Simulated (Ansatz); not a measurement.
Program: Ansatz. Geometries: PBE0-D4/def2-TZVP. ΔE: electronic, gas phase. CBS: MP2 limit from def2 TZ/QZ plus the TZ coupled-cluster correction, frozen cores. DFT in def2-TZVPP. B3LYP here is the variant with VWN-RPA as its local correlation; programs differ in this. Each species was taken in one conformer, which may not be the lowest.

`C[CH](C)[AlH][Cl]` + `CC(C)N` → `CC(C)[NH][AlH][Cl]` + `CCC`  (ligand exchange at the Al–C bond)

| level | ΔE (kJ/mol) | difference from CCSD(T)/CBS |
| --- | --- | --- |
| PBE-D4 | -110.7 | 7.0 |
| r2SCAN-D4 | -119.5 | -1.8 |
| PBE0-D4 | -112.7 | 5.0 |
| B3LYP-D4 | -120.1 | -2.4 |
| ωB97X-V | -116.8 | 0.9 |
| ωB97M-V | -115.2 | 2.5 |
| PBE | -111.5 | 6.2 |
| r2SCAN | -119.5 | -1.8 |
| PBE0 | -113.4 | 4.3 |
| MP2/def2-TZVPP | -120.6 | -2.9 |
| SCS-MP2/def2-TZVPP | -122.6 | -4.9 |
| CCSD(T)/def2-TZVPP | -119.4 | -1.7 |
| MP2/def2-QZVPP | -119.8 | -2.1 |
| SCS-MP2/def2-QZVPP | -121.9 | -4.2 |
| HF/CBS(def2) | -129.2 | -11.5 |
| MP2/CBS(def2) | -119.0 | -1.3 |
| CCSD(T)/CBS | -117.7 | 0 |

Largest T1 diagnostic among the species: 0.010.

In def2-TZVPP, CCSD(T) changes the Hartree–Fock value by +9.4 kJ/mol (the triples alone add +1.2 kJ/mol) and MP2 by +8.1 kJ/mol.
